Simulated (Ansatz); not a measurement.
```yaml
crystal:
  periodic: [false, false, false]
  atoms:
    - {symbol: F, position_ang: [0.030530, -1.920101, -0.085386]}
    - {symbol: C, position_ang: [0.735895, -0.922328, -0.474835]}
    - {symbol: F, position_ang: [1.719460, -1.057357, 0.486794]}
    - {symbol: F, position_ang: [1.377929, -1.128946, -1.775843]}
    - {symbol: C, position_ang: [-0.091079, 0.460411, -0.480784]}
    - {symbol: C, position_ang: [-0.867777, 0.823207, 0.986349]}
    - {symbol: F, position_ang: [-1.292570, 1.808627, 0.668842]}
    - {symbol: F, position_ang: [-1.608898, -0.282701, 1.240311]}
    - {symbol: F, position_ang: [0.199242, 0.818514, 1.859860]}
    - {symbol: H, position_ang: [-0.902729, 0.200612, -1.248786]}
    - {symbol: H, position_ang: [0.724998, 1.267619, -0.698730]}
basis:
  gaussian: {orbitals: def2-SVPD, final_grid: {core_spheres: 8, valence_spheres: 7, degree: 23}, nuclear_model: gaussian, point_charges: [{charge: 2.00, position_ang: [4.264, 0.769, 0.963]}]}
magnetization: {spin_polarized: true, initial_magnetization: 2}
hamiltonian: {xc: {name: HF}}
correlation: {method: bccd_t}
accuracy: high
```

```sh
$ ansatz run in.yaml --threads 2 --pin off --events-out ev --progress --plain --max-ram 32768MiB --backend cuda --devices 0, --max-vram 18GiB
```

Shortened log:

```
Functional definition: HF
4389 factors; integrals over basis functions are off by at most 3.1e-9 eV
mean field evaluation 1: about -19328.3844 eV, gradient 4.9e1 eV
mean field evaluation 2: about -19328.3900 eV, gradient 4.9e1 eV
mean field evaluation 4: about -19338.5634 eV, gradient 5.0e0 eV
mean field evaluation 8: about -19338.7413 eV, gradient 1.7e-1 eV
mean field evaluation 32: about -19337.3332 eV, gradient 5.3e-1 eV
mean field evaluation 64: about -19335.7658 eV, gradient 2.6e-2 eV
mean field evaluation 96: about -19337.2596 eV, gradient 1.8e-2 eV
mean field -19338.74274287 eV, -710.6856875298 hartree, gradient 2.0e-8 eV, S^2 2.011328; 3 other end points of the search recorded, 0 dependent functions left out
determinant -19338.74274287 eV, -710.6856875298 hartree, with singles and doubles -19382.02791388 eV, -712.2763882246 hartree
determinant -19337.25967154 eV, -710.6311856636 hartree, with singles and doubles -19380.70975963 eV, -712.2279469496 hartree
determinant -19335.76570764 eV, -710.5762835030 hartree, with singles and doubles -19378.96681723 eV, -712.1638949975 hartree
9 core orbitals not correlated: weight in the atoms' cores, before any rotation towards them, 1.000 or more for the frozen orbitals, at most 0.000 for the correlated occupied ones
reference -19338.74274287 eV, -710.6856875298 hartree; 29, 27 occupied and 176, 178 virtual orbitals, 4389 factors
second order -42.57342046 eV of doubles, -0.00000000 eV of singles
cycle   1  -43.08694464 eV  change    -1.1e0 eV  update   5.6e-2
cycle   2  -43.18672966 eV  change   -1.0e-1 eV  update   1.4e-2
cycle   3  -43.18797813 eV  change   -1.2e-3 eV  update   8.2e-3
cycle   4  -43.17836641 eV  change    9.6e-3 eV  update   4.0e-3
cycle   5  -43.17852470 eV  change   -1.6e-4 eV  update   3.7e-3
cycle   6  -43.18089182 eV  change   -2.4e-3 eV  update   2.8e-3
cycle   7  -43.17850765 eV  change    2.4e-3 eV  update   2.2e-3
cycle   8  -43.17879501 eV  change   -2.9e-4 eV  update   1.2e-3
cycle   9  -43.17842979 eV  change    3.7e-4 eV  update   7.9e-4
cycle  10  -43.17847856 eV  change   -4.9e-5 eV  update   5.1e-4
cycle  11  -43.17856314 eV  change   -8.5e-5 eV  update   2.5e-4
cycle  12  -43.17870562 eV  change   -1.4e-4 eV  update   1.7e-4
cycle  13  -43.17868505 eV  change    2.1e-5 eV  update   7.8e-5
cycle  14  -43.17869273 eV  change   -7.7e-6 eV  update   5.1e-5
cycle  15  -43.17870627 eV  change   -1.4e-5 eV  update   3.0e-5
cycle  16  -43.17870870 eV  change   -2.4e-6 eV  update   1.7e-5
cycle  17  -43.17871334 eV  change   -4.6e-6 eV  update   1.1e-5
cycle  18  -43.17871229 eV  change    1.0e-6 eV  update   5.0e-6
cycle  19  -43.17871072 eV  change    1.6e-6 eV  update   3.2e-6
cycle  20  -43.17870973 eV  change    9.9e-7 eV  update   2.0e-6
cycle  21  -43.17870895 eV  change    7.8e-7 eV  update   1.0e-6
cycle  22  -43.17870903 eV  change   -7.6e-8 eV  update   5.8e-7
cycle  23  -43.17870910 eV  change   -7.3e-8 eV  update   2.3e-7
cycle  24  -43.17874991 eV  change   -4.1e-5 eV  update   7.1e-7
cycle  25  -43.17874781 eV  change    2.1e-6 eV  update   2.7e-7
cycle  26  -43.17874899 eV  change   -1.2e-6 eV  update   1.3e-7
cycle  27  -43.17874944 eV  change   -4.5e-7 eV  update   7.9e-8
cycle  28  -43.17874938 eV  change    6.3e-8 eV  update   5.4e-8
cycle  29  -43.17874929 eV  change    9.4e-8 eV  update   3.2e-8
cycle  30  -43.17874929 eV  change   -1.5e-9 eV  update   2.2e-8
cycle  31  -43.17874932 eV  change   -2.8e-8 eV  update   9.4e-9
cycle  32  -43.17874932 eV  change   -6.7e-9 eV  update   5.4e-9
perturbative correction -1.53826792 eV, -0.0565303033 hartree
Total energy: -19383.45976011 eV, -712.3290076032 hartree
```

It took 81 s on 2 threads of an AMD EPYC 7R13 on a shared host and a share of an NVIDIA H100 80 GB, with 2.3 GiB of host memory at the peak.
